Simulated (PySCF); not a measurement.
C4H6O, SMILES C(=C/O)/C=C, GFN2-xTB optimised geometry.

```
11

C      1.88    -0.62     0.00
C      0.55    -0.62     0.00
C     -0.25     0.58     0.00
C     -1.59     0.63     0.00
O     -2.45    -0.41     0.01
H      2.44     0.30     0.00
H      2.45    -1.53     0.00
H      0.03    -1.57     0.00
H      0.29     1.52     0.00
H     -2.13     1.57     0.00
H     -1.95    -1.24     0.01
```

Density from B3LYP/def2-TZVP (PySCF) at that geometry.

Minimum of the electron density along straight lines between bonded atoms, close to the bond critical point (lines longer than 1.1 times the sum of covalent radii, or with two minima, are not listed):

```tsv
bond	length / Å	ρ at the minimum / e bohr⁻³	∇²ρ there / e bohr⁻⁵	position (fraction from the first atom)
C1–C2	1.330	0.356	-1.11	0.49
C2–C3	1.444	0.288	…	0.50
C3–C4	1.338	0.352	-1.09	0.47
C4–O5	1.350	0.299	-0.55	0.34
C1–H6	1.077	0.288	-1.03	0.64
C1–H7	1.076	0.289	-1.04	0.64
C2–H8	1.085	0.284	-1.00	0.64
C3–H9	1.079	0.287	-1.02	0.64
C4–H10	1.081	0.296	-1.10	0.65
O5–H11	0.966	0.359	…	0.80
```

Question: Some entries are withheld; supply them.

Answer: 
- C2–C3, ∇²ρ there / e bohr⁻⁵: -0.82
- O5–H11, ∇²ρ there / e bohr⁻⁵: -2.43
